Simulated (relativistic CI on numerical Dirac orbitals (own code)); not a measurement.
Computed by Dirac-Coulomb-Breit CI, orbitals from a KLI potential per configuration, a model potential for QED, unscaled Slater integrals (own radial code, finite nucleus).

CI space (outside the closed core 1s2): 2s2 2p4, 2s 2p5, 2p6, 2s2 2p3 3s, 2p5 3s, 2s2 2p3 3p, 2p5 3p, 2p5 3d, 2s2 2p3 3d, 2s 2p4 3s, 2s 2p4 3p, 2s 2p4 3d, 2s2 2p3 4s, 2s2 2p3 4p, 2s2 2p3 4d, 2s2 2p3 4f, 2s2 2p2 3s2, 2s2 2p2 3s 3p, 2s2 2p3 5s, 2s 2p4 4s, 2s2 2p2 3s 3d, 2s2 2p3 5p, 2s2 2p2 3p2, 2s2 2p3 5d, 2s2 2p3 5f, 2s2 2p3 5g, 2s 2p4 4p, 2s 2p4 4d, 2s2 2p2 3p 3d, 2s 2p4 4f, 2s 2p3 3s2, 2s2 2p2 3d2, 2s 2p3 3s 3p, 2s 2p3 3s 3d, 2s 2p3 3p2, 2s 2p3 3p 3d. Levels of other configurations are missing.

At this charge energies of transitions that change n are usually good to better than 1 %, and those within a shell (Δn = 0) to a few per cent.

Outline of the computed level scheme of Bi LXXVI. Lowest level of each configuration: 2s2 2p4 3P_2 at 0.0 eV; 2s 2p5 3P°_2 at 2889.2 eV; 2p6 1S_0 at 5923.0 eV; 2s2 2p3 3s 3P°_2 at 10883.1 eV; 2s2 2p3 3p 3P_1 at 11030.9 eV; 2s2 2p3 3d 3D°_2 at 11857.6 eV; 2s 2p4 3s 5P_3 at 13687.5 eV; 2s 2p4 3p 5P°_2 at 13844.2 eV.

Some strong electric-dipole decays among the lowest 45 levels: 2s2 2p3 3d 3D°_3 → 2s2 2p4 3P_2 (3.8e+15 s⁻¹); 2s2 2p3 3d 3D°_1 → 2s2 2p4 1S_0 (2.3e+15 s⁻¹); 2s2 2p3 3d 3D°_2 → 2s2 2p4 3P_2 (1.7e+15 s⁻¹); 2s 2p4 3p 3D°_3 → 2s2 2p4 3P_2 (8.4e+14 s⁻¹); 2s2 2p3 3d 3D°_1 → 2s2 2p4 3P_2 (4.4e+14 s⁻¹); 2s 2p4 3s 3P_2 → 2s 2p5 3P°_2 (3.7e+14 s⁻¹); 2s2 2p3 3s 1D°_2 → 2s2 2p4 1D_2 (3.7e+14 s⁻¹); 2s2 2p3 3s 3S°_1 → 2s2 2p4 3P_1 (3.5e+14 s⁻¹).

LS names give the leading component of a level, which can be under half, so a name can repeat, a term be missing and a line seem to break the LS rules.
